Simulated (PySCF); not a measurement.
Spinor energies of W⁶²⁺ (tungsten, charge +62)

Start: [Ne] 3s2. Calculated with PySCF 2.14 in an uncontracted even-tempered set (17 s from 7 bohr⁻², ratio 2.6; 14 p from 9.1 bohr⁻², ratio 2.6; 6 d from 9.3 bohr⁻², ratio 2.8; 4 f from 130 bohr⁻², ratio 2.8): generalised Hartree-Fock with the X2C-1e Hamiltonian and a Gaussian nucleus; spin-orbit coupling (SO) screened by Boettger's factors.

```tsv
spinor shell	electrons	ε, screened SO (eV)	weight of nominal j (screened SO)	rms radius, screened SO (bohr)
1s1/2	2	-75164.6	1.000	0.0207
2s1/2	2	-17178.1	1.000	0.0824
2p1/2	2	-16681.8	1.000	0.0700
3s1/2	2	-7001.2	1.000	0.197
```

(1) Where does 2p3/2 lie, and what is the 2p spin-orbit splitting (screened SO)?

```tsv
quantity	screened SO
E (hartree)	-11587.48892
M_J	0
⟨J²⟩	0.000
⟨L²⟩	0.034
⟨S²⟩	0.034
```

Breit and QED terms are absent; they matter most for the inner s and p1/2 levels.

Densities and radii are taken from the X2C orbitals without a picture-change correction, which distorts them close to the nucleus.

Answers

(1) At -15282.7 eV, 1399.1 eV above 2p1/2.
